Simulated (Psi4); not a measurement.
Conformational energy of SMILES C#CC[SiH2]Br. Scanned: dihedral C2–C3–Si4–Br5; all other coordinates were relaxed at GFN2-xTB. Points at φ and −φ are mirror images.

Geometry of the scan point at -140° (Å):
```
10

C     -2.4205     0.0591     0.4174
C     -1.3496    -0.2685    -0.0039
C     -0.0360    -0.6245    -0.4831
Si     1.2937     0.5490     0.2227
Br     2.7371     0.9671    -1.4195
H     -3.3743     0.3235     0.7634
H     -0.0411    -0.5827    -1.5767
H      0.1791    -1.6583    -0.1998
H      2.0724    -0.0748     1.2832
H      0.7520     1.8479     0.5888
```

Method: DF-MP2 (frozen core)/cc-pVTZ // GFN2-xTB run with Psi4 1.11.

Scanned values (°): -160, -140, -120, -100, -80, -60, -40, -20, 0, 20, 40, 60, 80, 100, 120, 140, 160, 180.

Question: Locate the minima and the barriers on this grid.

Answer: Lower than their neighbours: -60° (1.9 kJ/mol), 60° (1.9 kJ/mol), 180° (0.0 kJ/mol). Higher than their neighbours: -120° (10.1 kJ/mol), 0° (14.1 kJ/mol), 120° (10.1 kJ/mol). The whole profile spans 14.1 kJ/mol.
